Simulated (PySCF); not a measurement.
Compound: C6H11B.
Cartesian coordinates in Å at the PBE0-D3(BJ)/def2-SVP level; atoms count from 1:
```xyz
18
C6H11B angstrom
C      0.3339   -1.7265    2.1833
C     -0.5348   -0.9363    1.5488
C     -1.1415   -1.1960    0.2104
B     -0.6868   -0.2684   -0.9788
C      0.3644    0.8455   -0.8781
C      1.2399    1.1061   -2.1045
C      0.1936    2.0843   -1.7555
H      0.7552   -1.4500    3.1533
H      0.6568   -2.6816    1.7551
H     -0.8207    0.0095    2.0282
H     -2.2462   -1.1131    0.2543
H     -0.9650   -2.2397   -0.1143
H     -1.2059   -0.4549   -2.0647
H      0.8605    1.0226    0.0818
H      1.0913    0.4670   -2.9788
H      2.2836    1.3616   -1.9043
H     -0.7004    2.1425   -2.3819
H      0.4949    3.0360   -1.3103
```

Computed at PBE0/pcSseg-1 (PySCF, non-relativistic), with Q(11B) = 0.04059 b: B4, 11B (I = 3/2): χzz = 5.404 MHz, η = 0.111.

Question: Find the zero-field quadrupole resonance frequencies of 11B at B4.

Answer: From ν = (|χ|/2)√(1 + η²/3): ν = 2.708 MHz (three-coordinate boron).

In a crystal, neighbours and librations shift these lines. Isolated species at its PBE0-D3(BJ)/def2-SVP geometry (one conformer only). These gradients aren't converged with respect to the basis.
